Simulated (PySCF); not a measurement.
# Zr: excitation energy

Zr [Kr] 4d2 5s2 (3F) → Zr [Kr] 4d3 5s1 (5F), as a difference of total energies. Computed with PySCF 2.14 in def2-TZVPPD with the def2 core potential (28 electrons), with scalar relativity through the core potential. Correlated levels: valence: 4s2 4p6 frozen; valence and next inner shell: nothing frozen outside the core potential. The calculations carry no spin-orbit coupling.

```csv
method,excitation energy (eV),error (eV)
UHF,0.005,-0.583
LDA,0.133,-0.455
PBE,-0.023,-0.611
PBE0,0.000,-0.588
r2SCAN,-0.321,-0.909
LC-wPBE,0.019,-0.569
wB97M-V,0.475,-0.113
revPBE,-0.077,-0.665
M06-2X,0.853,+0.265
MP2 (valence),0.485,-0.103
SCS-MP2 (valence),0.955,+0.367
MP2 (valence and next inner shell),0.477,-0.111
SCS-MP2 (valence and next inner shell),0.874,+0.286
```

Reference: 0.588 eV (measured; NIST levels, between the centres of gravity of the two terms).

Errors of the correlated levels include the incompleteness of this basis and the frozen core.
